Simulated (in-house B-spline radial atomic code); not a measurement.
How G0W0 and RPA depend on the start: V8+

Configuration [Ne] 3s2 3p3, highest spin. Computed with an all-electron radial atomic-structure program (B-spline basis): all electrons, non-relativistic, point nucleus, each spin shell either full or empty, empty states to l = 9 with an (l + 1/2)⁻⁴ tail; G0W0 by contour deformation at full frequency.

| start | mean-field 3p up (eV) | G0W0 (eV) | QP weight | RPA correlation (Eh) |
| --- | --- | --- | --- | --- |
| Hartree-Fock | -204.10 | -204.65 | 0.977 | -0.88709 |
| LDA VWN5 | -191.50 | -204.20 | 0.954 | -0.99661 |
| PBE | -191.73 | -204.17 | 0.955 | -0.99477 |
| PBE0 | -195.10 | -204.33 | 0.963 | -0.9623 |
| r2SCAN | -192.99 | -204.32 | 0.959 | -0.97797 |
| HSE06 | -194.64 | ? | ? | ? |
| B3LYP (VWN-RPA) | -194.33 | -204.29 | 0.961 | -0.96895 |
| SCAN | -193.03 | -204.29 | 0.959 | -0.97765 |
| TPSS | -192.12 | -204.21 | 0.956 | -0.98877 |
| BHandHLYP | -198.16 | -204.45 | 0.969 | -0.93456 |
| CAM-B3LYP | -196.32 | -204.36 | 0.965 | -0.95472 |
| LC-wPBE | -197.45 | -204.39 | 0.967 | -0.95321 |
| wB97X | -197.36 | -204.33 | 0.968 | -0.94833 |
| PBEsol | -191.55 | -204.19 | 0.954 | -0.99526 |
| BLYP | -191.47 | -204.13 | 0.954 | -0.99533 |
| r2SCAN0 | -195.98 | -204.42 | 0.965 | -0.95149 |
| LDA exchange-only | -190.00 | ? | ? | ? |

Question: What G0W0 level, weight and RPA correlation energy follow from the LDA exchange-only start?

Answer: G0W0 level -204.22 eV, weight 0.953, RPA correlation -0.99605 hartree.

Question: What G0W0 level, weight and RPA correlation energy follow from the HSE06 start?

Answer: G0W0 level -204.32 eV, weight 0.962, RPA correlation -0.96534 hartree.

Question: How much of the dependence on the start does G0W0 remove?

Answer: The mean-field levels span 14.1 eV and the G0W0 levels 0.518 eV. Against 206 ± 0.4 eV (NIST, semi-empirical) the G0W0 removal energies are off by -1.87 to -1.35 eV, with relativity, Breit and QED terms left out.
